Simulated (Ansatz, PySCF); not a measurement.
Reaction R1 + R2 → P1 + P2, each structure at its B3LYP-D3(BJ)/def2-TZVP stationary point, reached from a drawn start (curvature not checked).
P1: H2 (SMILES [H][H]), charge 0, multiplicity 1.
R1, HF (SMILES F) (charge 0, multiplicity 1):
```xyz
2

F      0.000     0.000     0.462
H      0.000     0.000    -0.462
```
R2: SiH4 (SMILES [SiH4]), charge 0, multiplicity 1.
P2: FH3Si (SMILES F[SiH3]), charge 0, multiplicity 1.

P less R. No zero-point or thermal terms.

Correlated levels freeze the cores.

The values were computed with Ansatz (Gaussian basis) for Hartree–Fock, density functionals and correlated methods; PySCF for the D3/D4 terms. Each number belongs to the level named beside it.

What is the computed reaction energy (PBE-D3(BJ)/def2-TZVPP)?

-1.01 eV

What reaction energy does CCSD/cc-pV(D+d)Z give?

-0.86 eV

What reaction energy does CAM-B3LYP-D4/def2-TZVPP give?

-1.13 eV

Ansatz is a quantum-chemistry and plane-wave program.
